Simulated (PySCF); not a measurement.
C6H6O. Atoms are numbered in the order given.

```xyz
13

C      2.6008    -0.2378     0.8220
C      1.5888     0.0745     0.2359
C      0.3668     0.4860    -0.4590
C     -0.7129     1.0911     0.4943
C     -1.7709     0.0134     0.4689
C     -1.4265    -0.9009    -0.4426
O     -0.2497    -0.6684    -1.0888
H      3.4974    -0.5248     1.3384
H      0.6336     1.1829    -1.2690
H     -1.0898     2.0560     0.1126
H     -0.2975     1.2754     1.4970
H     -2.6755     0.0049     1.0738
H     -1.9471    -1.8051    -0.7598
```

Coordinates come from a B3LYP-D3(BJ)/def2-SVP optimisation. The structure was generated by enumeration; whether it is a known compound was not checked. The values are those of a single conformer.

Vertical ionisation energy (IE) and electron affinity (EA) in eV. Rows of orbital energies are one-electron estimates. Where ΔSCF, EOM or ADC give a negative EA the extra electron is unbound and the value depends on the basis.

| level | IE | EA |
|---|---|---|
| −ε(HOMO), −ε(LUMO), M06-2X/def2-TZVP (PySCF) | ? | ? |
| −ε(HOMO), −ε(LUMO), PBE/def2-TZVP (PySCF) | 5.15 | 0.76 |

Question: Complete the blanks. (The exact figures need the calculation; the answer reports its results.)

Answer: 
- −ε(HOMO), −ε(LUMO), M06-2X/def2-TZVP (PySCF), IE: 7.64
- −ε(HOMO), −ε(LUMO), M06-2X/def2-TZVP (PySCF), EA: -1.19
